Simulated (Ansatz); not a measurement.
B2P2 (the lowest singlet isomer of a short search) was relaxed with PBE0-D4 (def2-TZVP) in Ansatz in these states: neutral quintet, neutral triplet. The geometries follow in no particular order.

A:

Cartesian coordinates in Å:
```
B 1.161 0.328 -0.140
B -1.187 -0.196 -0.168
P -0.271 1.176 0.709
P 0.297 -1.307 -0.400
```

B:

```xyz
4

B     0.595   -0.603    0.044
B    -0.595    0.603   -0.045
P     0.464    0.565    1.451
P    -0.464   -0.565   -1.451
```

Q: Judge from the bond lengths which geometry belongs to which state (an estimate).

A: A is the neutral quintet (B1–B2 2.406 Å, B2–P3 1.868 Å, B2–P4 1.868 Å); B is the neutral triplet (B1–B2 1.696 Å, B2–P3 1.833 Å, B2–P4 1.833 Å).

At PBE0-D4/def2-TZVP a broken-symmetry singlet lies 3.34 eV below the neutral quintet. At PBE0-D4/def2-TZVP a broken-symmetry singlet lies 0.06 eV below the neutral triplet. These are the stationary points nearest to one start from a short search; other shapes may lie lower in each state.
